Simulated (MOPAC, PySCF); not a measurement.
H10Ge2S2Si2, SMILES `S[SiH2][GeH2][SiH2][GeH2][SH]`, neutral singlet in the gas phase. 

Z-matrix (Å, degrees):
```
Si
H 1 1.4958
H 1 1.4976 2 108.23
Ge 1 2.3819 2 108.64 3 117.33
H 4 1.5360 1 111.94 2 54.96
H 4 1.5417 5 108.96 1 -124.36
S 4 2.2453 5 103.78 6 -117.58
H 7 1.3523 4 94.32 5 -177.04
Ge 1 2.3859 2 109.81 3 -119.01
H 9 1.5391 1 109.83 2 178.99
H 9 1.5415 10 107.30 1 -118.56
Si 9 2.3816 10 109.60 11 -118.07
H 12 1.4914 9 110.27 10 -57.13
H 12 1.4965 13 108.83 9 120.02
S 12 2.1598 13 104.47 14 119.60
H 15 1.3525 12 94.71 13 178.48
```
Charge 0, multiplicity 1.

All levels are single points at this geometry (r2SCAN-D4/def2-SVP); Pople sets use spherical d functions. Orbital energies aren't observables, and empty levels follow the basis.

HF/3-21G in PySCF gives dipole (D) = 0.59.

### Question
Estimate the dipole (D) from each of these levels: PBE-D3(BJ)/def2-TZVP in PySCF; r2SCAN-D4/def2-TZVP in PySCF; B3LYP/3-21G in PySCF; B3LYP/LANL2DZ in PySCF; HF/6-31G* in PySCF; HF/STO-3G in PySCF; PM3 in MOPAC; PM7 in MOPAC.

### Answer

```json
[
 {"level": "PBE-D3(BJ)/def2-TZVP in PySCF", "dipole (D)": "0.66"},
 {"level": "r2SCAN-D4/def2-TZVP in PySCF", "dipole (D)": "0.68"},
 {"level": "B3LYP/3-21G in PySCF", "dipole (D)": "0.53"},
 {"level": "B3LYP/LANL2DZ in PySCF", "dipole (D)": "0.48"},
 {"level": "HF/6-31G* in PySCF", "dipole (D)": "0.52"},
 {"level": "HF/STO-3G in PySCF", "dipole (D)": "0.28"},
 {"level": "PM3 in MOPAC", "dipole (D)": "1.61"},
 {"level": "PM7 in MOPAC", "dipole (D)": "1.01"}
]
```
